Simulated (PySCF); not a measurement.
C2Cl2F2, SMILES F/C(Cl)=C(/F)Cl. The structure is a stationary point at B3LYP-D3(BJ)/def2-SVP.

Give the equilibrium geometry at B3LYP-D3(BJ)/def2-SVP (PySCF confirms it by a frequency run) as a Z-matrix, and its point group. (An estimate is asked for; the answer gives what the named calculation found.)

point group C2h.
```
C
F 1 1.3236
C 1 1.3403 2 121.63
F 3 1.3236 1 121.63 2 180.00
Cl 1 1.7170 2 115.24 3 180.00
Cl 3 1.7170 4 115.24 1 180.00
```
